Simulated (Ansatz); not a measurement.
**Worked example: CHBr2F + GeH2(CH3)F → CHBrF2 + GeH2(CH3)Br**

Species: CHBr2F (dibromofluoromethane) `FC(Br)Br`, singlet; GeH2(CH3)F, singlet; CHBrF2 (bromodifluoromethane) `FC(F)Br`, singlet; GeH2(CH3)Br, singlet. The partners trade Br for F: C–Br and Ge–F bonds give way to C–F and Ge–Br.

Shapes, held fixed at every level: PBE0-D4/def2-TZVP. Programs: Ansatz 0.2.0. The zero-point and thermal change to 298 K, harmonic and unscaled (PBE0-D4/def2-TZVP), is +3.0 kJ/mol.

At CCSD(T)/def2-TZVPP; 1 Eh = 2625.50 kJ/mol:

```
    species   energy (Eh)
     CHBr2F  -5283.774106
 GeH2(CH3)F  -2216.425991
     CHBrF2  -2810.816010
GeH2(CH3)Br  -4689.399232
```

Question: Work out ΔH(298 K) of the reaction at this level.

Answer: 
1. Products less reactants: (-2810.816010) + (-4689.399232) − [(-5283.774106) + (-2216.425991)] = -0.015145 Eh = -39.8 kJ/mol.
2. With the thermal change: -39.8 + (+3.0) = -36.8 kJ/mol.

Other levels give -46.2 (PBE0-D4/def2-TZVPP) to -31.3 kJ/mol (MP2/def2-TZVPP). No measured value is set beside it here. Relativity is left out for Br, Ge. Outer-core shells of Br, Ge are correlated in most correlated rows, in sets that cover them unevenly.
